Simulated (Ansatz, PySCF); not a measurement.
C2H2 (SMILES C#C) and HI (SMILES I) are pulled apart as rigid monomers along the line of their centres of mass, from the B3LYP-D3(BJ)/def2-TZVP minimum. Starting geometry (charge 0, multiplicity 1):
```xyz
6

C     -0.332     0.145     0.279
C      0.860     0.236     0.350
H     -1.390     0.064     0.216
H      1.919     0.317     0.411
I      0.035    -0.076     4.397
H      0.129     0.028     2.781
```

Interaction energies with rigid monomers; basis-set methods are counterpoise corrected unless marked otherwise.

Cores are frozen in the correlated methods. Filled d and f shells under p-block atoms count as core.

The values were computed with Ansatz (a program for electronic structure) with Gaussian orbitals; PySCF for the dispersion terms. Each number belongs to the level named beside it. In def2 rows elements past Kr take small-core potentials, without spin–orbit coupling.

```csv
C1···H6 (Å),HF/def2-SVPD (kcal/mol),PBE/def2-TZVPPD (kcal/mol),B3LYP-D4/def2-TZVPPD (kcal/mol),PBE0/def2-TZVPPD (kcal/mol),MP2/def2-SVPD (kcal/mol)
2.30,2.29,-1.37,-1.62,-1.17,-0.50
2.55,0.36,-1.75,-2.13,-1.62,-1.53
2.92,-0.59,-1.48,-1.79,-1.39,-1.64
3.54,-0.59,…,-0.93,-0.77,…
4.55,-0.27,-0.28,-0.30,-0.27,-0.37
```

Fill in the missing entries.


- 3.54, PBE/def2-TZVPPD (kcal/mol): -0.81
- 3.54, MP2/def2-SVPD (kcal/mol): -0.99
